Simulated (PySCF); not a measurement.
**Working out the ionisation energy of Ni**

Ni [Ar] 3d8 4s2 (3F) → Ni⁺ [Ar] 3d9 (2D). All numbers are calculated (PySCF 2.14, scalar relativity by spin-free X2C-1e, in x2c-TZVPall). Frozen: [Ar]. Energies in hartree (1 hartree = 27.21139 eV):

```json
{"part": "UHF", "Ni (lower)": "-1519.087419", "Ni⁺ (upper)": "-1518.785731"}
{"part": "MP2 opposite-spin", "Ni (lower)": "-0.169565", "Ni⁺ (upper)": "-0.194281"}
{"part": "MP2 same-spin", "Ni (lower)": "-0.093585", "Ni⁺ (upper)": "-0.113637"}
```

Task: What does Hartree-Fock give?

Result: (-1518.785731) − (-1519.087419) = 0.301688 hartree = 8.209 eV.

Task: What do MP2 and SCS-MP2 (6/5 opposite-spin, 1/3 same-spin) give?

Result: The opposite-spin parts differ by -0.673 eV and the same-spin parts by -0.546 eV. MP2: 8.209 + (-0.673) + (-0.546) = 6.990 eV. SCS-MP2: 8.209 + 1.2 × (-0.673) + (-0.546)/3 = 7.219 eV.

Reference: 7.640 eV (measured; NIST Atomic Spectra Database, ionization energies), between the lowest levels; spin-orbit coupling is absent from the calculation.

What remains against the reference includes basis incompleteness, the frozen core and correlation beyond second order.
